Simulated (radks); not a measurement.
All-electron atom: Ho in [Xe] 4f11 6s2 (the NIST ground configuration). Method: scalar-relativistic Kohn-Sham, PBE, spin-polarised, spherical densities, point nucleus; open shells are filled with parallel spins first (spin-orbit coupling, left out, can overturn this in heavy ions); hard spherical wall at 3 bohr; computed with a radial shooting solver on a logarithmic mesh with Libxc functionals.

Unscreened Slater integrals over Kohn-Sham orbitals (hartree). They are taken over the spin-up orbitals. Empty in this configuration: 5d.

\begin{tabular}{lr}
integral & value \\ \hline
F0(6s,6s) & 0.47734 \\
F0(6s,4f) & 0.60510 \\
G3(6s,4f) & 0.058238 \\
F0(6s,5p) & 0.52482 \\
G1(6s,5p) & 0.082979 \\
F0(6s,5d) & 0.49455 \\
G2(6s,5d) & 0.13306 \\
F0(4f,4f) & 1.1271 \\
F2(4f,4f) & 0.51921 \\
F4(4f,4f) & 0.32242 \\
F6(4f,4f) & 0.23102 \\
F0(4f,5p) & 0.72820 \\
F2(4f,5p) & 0.25516 \\
G2(4f,5p) & 0.14300 \\
G4(4f,5p) & 0.10814 \\
F0(4f,5d) & 0.62878 \\
F2(4f,5d) & 0.18840 \\
F4(4f,5d) & 0.099068 \\
G1(4f,5d) & 0.10333 \\
G3(4f,5d) & 0.083115 \\
G5(4f,5d) & 0.063177 \\
F0(5p,5p) & 0.61691 \\
F2(5p,5p) & 0.33986 \\
F0(5p,5d) & 0.56222 \\
F2(5p,5d) & 0.30447 \\
G1(5p,5d) & 0.36837 \\
G3(5p,5d) & 0.23577 \\
F0(5d,5d) & 0.52636 \\
F2(5d,5d) & 0.30395 \\
F4(5d,5d) & 0.21215 \\
\end{tabular}

Derived for the open shells (J is the average intra-shell exchange parameter used in DFT+U). 4f: F4/F2 = 0.621, F6/F2 = 0.445, J = (286 F2 + 195 F4 + 250 F6)/6435 = 0.04182 hartree.
